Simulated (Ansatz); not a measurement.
Input file for Ansatz (a program for electronic structure): R-CCSD(T)/cc-pVDZ on ethylmethylamine (SMILES CCNC), a point of a torsion scan.

Ansatz 0.2 input:
```yaml
crystal:
  periodic: [false, false, false]
  atoms:
    - {symbol: C, position_ang: [1.77652051, 0.57399540, -0.06572512]}
    - {symbol: C, position_ang: [0.54370961, -0.23964221, 0.31514289]}
    - {symbol: N, position_ang: [-0.59465102, 0.17849893, -0.48466343]}
    - {symbol: C, position_ang: [-1.87961048, 0.03036956, 0.15981576]}
    - {symbol: H, position_ang: [2.61786502, 0.30507809, 0.56796645]}
    - {symbol: H, position_ang: [1.56537237, 1.63267348, 0.05122125]}
    - {symbol: H, position_ang: [2.04766274, 0.39083533, -1.10286966]}
    - {symbol: H, position_ang: [0.75902321, -1.31696512, 0.22378335]}
    - {symbol: H, position_ang: [0.30390023, -0.04099366, 1.36384658]}
    - {symbol: H, position_ang: [-0.58792051, -0.29023195, -1.38380191]}
    - {symbol: H, position_ang: [-2.11768359, -1.00463864, 0.45453206]}
    - {symbol: H, position_ang: [-1.89491945, 0.65231559, 1.05515620]}
    - {symbol: H, position_ang: [-2.65532934, 0.38261374, -0.51849632]}
basis:
  gaussian:
    orbitals: cc-pVDZ
magnetization: {spin_polarized: false}
correlation: {method: ccsd_t, electrons: outside_noble_gas}
scf: {lower_state_search: off}
```

**Question.** Predict the final total energy.

**Answer.** -173.9735 hartree (reference determinant -173.2890, T1 diagnostic 0.007).

**Question.** How many basis functions does it have, and what does it roughly cost on one machine?

**Answer.** 101 functions; roughly 8 core-seconds.
